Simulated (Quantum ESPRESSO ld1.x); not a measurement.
Results of a calculation; reference values are marked as such.
Ne8+, configuration [He]. Code: ld1.x of Quantum ESPRESSO 7.5. Model: scalar-relativistic Kohn-Sham, LDA (Slater exchange, VWN5 correlation), spin-polarised, spherical densities, point nucleus. Some entries of the table are withheld. Estimate them.

| orbital | occ. | eigenvalue (eV) | r(max) (bohr) | <r> (bohr) |
|---|---|---|---|---|
| 1s | 2 | (1) | 0.1026 | 0.1566 |
| 2s | 0 | (2) | (3) | (4) |
| 2p | 0 | -234.547 | (5) | 0.5789 |

Answer. 
(1) 1s eigenvalue (eV): -1130.083
(2) 2s eigenvalue (eV): -246.626
(3) 2s r(max) (bohr): 0.5741
(4) 2s <r> (bohr): 0.6687
(5) 2p r(max) (bohr): 0.4582
